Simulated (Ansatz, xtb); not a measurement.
## Ranking isomers of GaH7O3Si2

6 gas-phase structures of GaH7O3Si2, from a drawn sample of its isomers (lower ones may exist). Each was relaxed with GFN2-xTB; where two conformers were screened, the lower at r2SCAN-D4/def2-SVP is listed:

A. `[OH][GaH][O][SiH2]O[SiH3]`, a singlet
B. a singlet given by its coordinates
C. `O[SiH](O[SiH3])[O][GaH2]`, a singlet
D. a singlet given by its coordinates
E. `O[SiH2]O[SiH2][O][GaH2]`, a singlet
F. `[OH][Ga]([O][SiH3])[O][SiH3]`, a singlet

B (Å):

```xyz
13

Ga   -2.3168   -1.0460    1.8748
O    -2.0121    0.7462    0.7738
O     0.5976    0.3312    0.3952
O    -0.6280   -1.6382    1.7187
Si   -0.5590    1.3846    0.1679
Si    0.7713   -1.1717    1.1078
H    -2.7941    1.2759    0.5998
H    -0.8265    1.5448   -1.2575
H    -0.3371    2.5771    0.9771
H     1.1587   -2.0282   -0.0067
H     1.7429   -0.9281    2.1664
H    -3.3368   -1.7577    0.9574
H    -2.6709   -0.4672    3.2620
```

Close contacts (Å): Ga1–O2 2.13, Ga1–O4 1.80, O2–Si5 1.70, O3–Si5 1.58, O3–Si6 1.67, O4–Si6 1.60, Ga1–H12 1.55, Ga1–H13 1.54, O2–H7 0.96, Si5–H8 1.46, Si5–H9 1.46, Si6–H10 1.46, Si6–H11 1.46.

D (Å):

```xyz
13

Ga   -0.9743    0.4064    2.7610
O    -1.7681    1.1802    0.9259
O     0.3413    0.9457   -0.6805
O     0.4510    1.3612    2.0114
Si   -0.1811    1.7516    0.6080
Si    0.8904   -0.5613   -0.9976
H    -2.4280    1.2098    0.2297
H    -0.2730    3.1479    0.2521
H     0.8222   -0.5590   -2.4576
H    -0.0184   -1.5465   -0.3966
H     2.2457   -0.6777   -0.4663
H    -1.7462    1.1695    3.8509
H    -0.9173   -1.1262    2.5933
```

Close contacts (Å): Ga1–O2 2.14, Ga1–O4 1.87, Ga1–Si5 2.66, O2–Si5 1.72, O3–Si5 1.61, O3–Si6 1.64, O4–Si5 1.59, Ga1–H12 1.54, Ga1–H13 1.54, O2–H7 0.96, Si5–H8 1.44, Si6–H9 1.46, Si6–H10 1.47, Si6–H11 1.46.

Problem. Make a reasoned guess at their ranking by r2SCAN-D4/def2-SVP single-point energy.

Solution. Calculated order at r2SCAN-D4/def2-SVP: B (0.000), D (0.275), C (0.382), E (0.616), A (1.040), F (1.582) eV.

Energies above the lowest of each column, in eV; the last columns are at PBE0-D4/def2-SVP geometries and were run for some of them only (a dash: not run or not comparable):

```
structure  GFN2-xTB  HF/STO-3G  r2SCAN-D4/def2-SVP  PBE0-D4/def2-SVP  CCSD(T)/def2-SVP + ΔMP2/def2-TZVPP
        B     0.000      0.000               0.000             0.000                               0.000
        D     0.745      0.571               0.275             0.279                               0.259
        C     0.997      1.322               0.382             0.389                               0.282
        E     0.886      1.609               0.616                 –                                   –
        A     0.936      1.416               1.040                 –                                   –
        F     1.933      1.116               1.582             1.559                               1.556
```

Every level run on B puts it lowest or level with the lowest. Some further structures that were screened fall inside this span and aren't listed. Flexible structures stand in one conformer each, not always the lowest. Frequencies (GFN2-xTB) were run for B, F alone. The ΔMP2 step shifts differences by up to 0.375 eV, which makes them less sure. ΔMP2 is the change of the MP2 energy from the smaller to the larger basis.

Over these structures GFN2-xTB departs from r2SCAN-D4/def2-SVP by 0.213 eV on average once a common shift is removed. A GFN2-xTB relaxation took about 0.37 s and the r2SCAN-D4/def2-SVP energy about 4.8 s on a shared host (Ansatz 0.2.0, xtb 6.7.1).
